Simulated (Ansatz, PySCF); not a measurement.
MoF3H3, SMILES [F][MoH3]([F])[F], multiplicity 1. Atoms are numbered in the order given.

```xyz
7

Mo     0.0000     0.0000    -0.0929
F     -1.5771    -0.9105    -0.4726
F      0.0000     1.8211    -0.4726
F      1.5771    -0.9106    -0.4726
H      0.0000    -0.9202     1.2728
H     -0.7969     0.4601     1.2728
H      0.7970     0.4601     1.2728
```

Geometry optimised at B3LYP-D3(BJ)/def2-SVP. The multiplicity is an assumed one; no other spin state was optimised. The structure was generated by enumeration; whether it is a known compound was not checked. The def2 effective core potentials stand for the cores of Mo; spin–orbit coupling is left out.

Two levels are set side by side: PBE-D3(BJ)/def2-SVP (Ansatz, a program for electronic structure) and B3LYP-D3(BJ)/def2-SVP (Ansatz). Each level has its own optimised geometry; the coordinates shown are those of the second. Frequencies come from the Hessian of PySCF at each geometry. Differences are taken from unrounded values.

```tsv
quantity	B3LYP-D3(BJ)
mean bond length (Å)	1.753
bond Mo1–F2 (Å)	1.860
bond Mo1–F3 (Å)	1.860
bond Mo1–F4 (Å)	1.860
bond Mo1–H5 (Å)	1.647
bond Mo1–H6 (Å)	1.647
bond Mo1–H7 (Å)	1.647
highest harmonic wavenumber (cm⁻¹)	2084
mean harmonic wavenumber (cm⁻¹)	918
zero-point energy (kcal/mol)	19.68
```

Problem. What does PBE-D3(BJ) give, and how far is it from B3LYP-D3(BJ)? (The exact figures need the calculation; the answer reports its results.)

Solution. 
```csv
quantity,PBE-D3(BJ),PBE-D3(BJ) minus B3LYP-D3(BJ)
mean bond length (Å),1.761,0.008
bond Mo1–F2 (Å),1.864,0.004
bond Mo1–F3 (Å),1.864,0.004
bond Mo1–F4 (Å),1.864,0.004
bond Mo1–H5 (Å),1.658,0.012
bond Mo1–H6 (Å),1.658,0.012
bond Mo1–H7 (Å),1.658,0.012
highest harmonic wavenumber (cm⁻¹),2021,-63
mean harmonic wavenumber (cm⁻¹),899,-18
zero-point energy (kcal/mol),19.29,-0.39
```

Exact exchange shortens and stiffens bonds; PBE has none. Differences between two approximate levels are no errors against the true value.
